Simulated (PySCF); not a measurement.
A structure optimised at PBE0-D3(BJ)/def2-SVP, used in a PySCF frequency run:

```
Sn
O 1 1.9102
H 2 0.9732 1 115.21
O 1 1.9167 2 112.63 3 180.00
H 4 0.9721 1 116.91 2 180.00
O 1 1.9241 2 117.27 3 0.00
H 6 0.9722 1 117.50 2 180.00
```
Charge +1, spin multiplicity 1.

Q: Write its SMILES, formula and point group.

A: [OH][Sn+]([OH])[OH], H₃O₃Sn, Cs

Q: What are its rotational constants (standard atomic weights)?

A: 5.5423, 4.8527, 2.5873 GHz
